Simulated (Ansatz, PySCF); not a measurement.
Ga(PH2)3 (GaH₆P₃), SMILES [Ga]([PH2])([PH2])[PH2]. Atoms are numbered in the order given.

```xyz
10

Ga     0.0120    -0.0241    -0.0253
P     -1.7078    -1.5399     0.3464
H     -0.8865    -2.6955     0.1735
H     -2.1648    -1.5174    -1.0066
P     -0.3398     1.8116    -1.4056
H      0.2836     2.7379    -0.5146
H     -1.6623     2.0570    -0.9245
P      2.0138    -0.2339     1.1332
H      2.8155     0.2327     0.0472
H      2.1871    -1.6168     0.8213
```

Geometry: PBE0-D3(BJ)/def2-SVP. The structure was generated by enumeration; whether it is a known compound was not checked. The values are those of a single conformer.

Two levels are set side by side: PBE-D3(BJ)/def2-SVP (Ansatz, an electronic-structure program) and PBE0-D3(BJ)/def2-SVP (Ansatz). Each level has its own optimised geometry; the coordinates shown are those of the second. Frequencies come from the Hessian of PySCF at each geometry. Differences are taken from unrounded values.

```csv
quantity,PBE0-D3(BJ)
mean bond length (Å),1.726
bond Ga1–P2 (Å),2.322
bond Ga1–P5 (Å),2.324
bond Ga1–P8 (Å),2.322
bond P2–H3 (Å),1.428
bond P2–H4 (Å),1.428
bond P5–H6 (Å),1.428
bond P5–H7 (Å),1.428
bond P8–H9 (Å),1.428
bond P8–H10 (Å),1.428
highest harmonic wavenumber (cm⁻¹),2424
mean harmonic wavenumber (cm⁻¹),956
zero-point energy (kcal/mol),32.80
```

**Question.** What does PBE-D3(BJ) give, and how far is it from PBE0-D3(BJ)? (An estimate is asked for; the answer gives what the named calculation found.)

**Answer.** 
| quantity | PBE-D3(BJ) | PBE-D3(BJ) minus PBE0-D3(BJ) |
|---|---|---|
| mean bond length (Å) | 1.742 | 0.015 |
| bond Ga1–P2 (Å) | 2.343 | 0.021 |
| bond Ga1–P5 (Å) | 2.345 | 0.021 |
| bond Ga1–P8 (Å) | 2.343 | 0.021 |
| bond P2–H3 (Å) | 1.441 | 0.013 |
| bond P2–H4 (Å) | 1.441 | 0.013 |
| bond P5–H6 (Å) | 1.441 | 0.013 |
| bond P5–H7 (Å) | 1.441 | 0.013 |
| bond P8–H9 (Å) | 1.441 | 0.013 |
| bond P8–H10 (Å) | 1.441 | 0.013 |
| highest harmonic wavenumber (cm⁻¹) | 2337 | -87 |
| mean harmonic wavenumber (cm⁻¹) | 920 | -36 |
| zero-point energy (kcal/mol) | 31.56 | -1.24 |

Exact exchange shortens and stiffens bonds; PBE has none. Differences between two approximate levels are no errors against the true value.
